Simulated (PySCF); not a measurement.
Compound: heptacarbon, C7 (singlet state).
SMILES: `C(=C=C=C=[C])=C=[C]`

Linear response at CAM-B3LYP/def2-SVPD (PySCF, frozen core in the response, non-relativistic). Isolated species at its PBE0-D3(BJ)/def2-SVP geometry, gas phase.

Static isotropic polarisability: 128.12 au (18.99 Å³), principal values 45.4, 45.4, 293.6 au.

What is the polarisability at 1064 nm and at the sodium D line?

133.12 au at 1064 nm (+3.9 %), 146.66 au at 589.3 nm (+14.5 %). The lowest singlet lies at 778 nm (f = 0.000), near or inside this range; the response is undamped and has a pole at each allowed excitation.

What is the isotropic C6 coefficient between two such molecules, C6 = (3/π)∫α(iω)² dω?

3333 au (Eh·bohr⁶) by a ten-point quadrature over imaginary frequencies, which is 1990 eV·Å⁶ or 192 J·nm⁶/mol.

Which effective excitation energy ω̄ makes London's formula C6 = (3/4)α²ω̄ exact here?

ω̄ = 4·C6/(3α²) = 0.271 Eh = 7.4 eV. London's choice of the ionisation energy (10.26 eV, ΔSCF at the same level) gives C6 = 4640 au, 39 % too high.

The lowest 10 singlets have (eV, f): 1.59, 0.000; 1.80, 0.000; 1.80, 0.000; 3.53, 0.017; 3.53, 0.017; 3.54, 0.000; 3.54, 0.000; 4.12, 0.000; 4.36, 0.000; 4.36, 0.000. What share of the static polarisability do they carry in the sum over states α = Σ f/ω²?

1.97 au, 1.5 % of α; the largest term, 0.98 au, is that of the state at 3.53 eV. Their oscillator strengths add up to 0.03. Higher states carry the rest.

What three-body coefficient follows from the one-pole estimate C9 = (3/4)·α·C6?

320000 au. This is an estimate from the two numbers above, not a computed integral.

How anisotropic is the static polarisability, by Δα² = ½[(α1 − α2)² + (α2 − α3)² + (α3 − α1)²]?

Δα = 248.3 au, or 1.94 of the isotropic value.

How many electrons N does the Slater–Kirkwood formula C6 = (3/4)·√N·α^(3/2) need to give this C6?

N = (4·C6/3)²/α³ = 9.4; the species has 42 electrons in all.
